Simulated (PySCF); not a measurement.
Ga(H)(Br)(vinyl) (C₂H₄BrGa), SMILES [Br][GaH][CH]=C.

Geometry optimised at PBE-D3(BJ)/def2-SVP. One conformer was computed; it need not be the lowest.

All values below come from PySCF with B3LYP/def2-TZVP.

Symmetry labels are those of the subgroup Cs that the program uses (full group Cs).

Computed valence orbital energies around the gap with their symmetry:
```json
[
 {"orbital": "HOMO−7", "symmetry": "A'", "energy (eV)": "-13.19"},
 {"orbital": "HOMO−6", "symmetry": "A'", "energy (eV)": "-12.14"},
 {"orbital": "HOMO−5", "symmetry": "A'", "energy (eV)": "-11.15"},
 {"orbital": "HOMO−4", "symmetry": "A'", "energy (eV)": "-9.01"},
 {"orbital": "HOMO−3", "symmetry": "A'", "energy (eV)": "-8.65"},
 {"orbital": "HOMO−2", "symmetry": "A\"", "energy (eV)": "-8.37"},
 {"orbital": "HOMO−1", "symmetry": "A\"", "energy (eV)": "-7.98"},
 {"orbital": "HOMO", "symmetry": "A'", "energy (eV)": "-7.65"},
 {"orbital": "LUMO", "symmetry": "A\"", "energy (eV)": "-2.15"},
 {"orbital": "LUMO+1", "symmetry": "A'", "energy (eV)": "-0.33"},
 {"orbital": "LUMO+2", "symmetry": "A\"", "energy (eV)": "-0.15"},
 {"orbital": "LUMO+3", "symmetry": "A'", "energy (eV)": "0.72"}
]
```
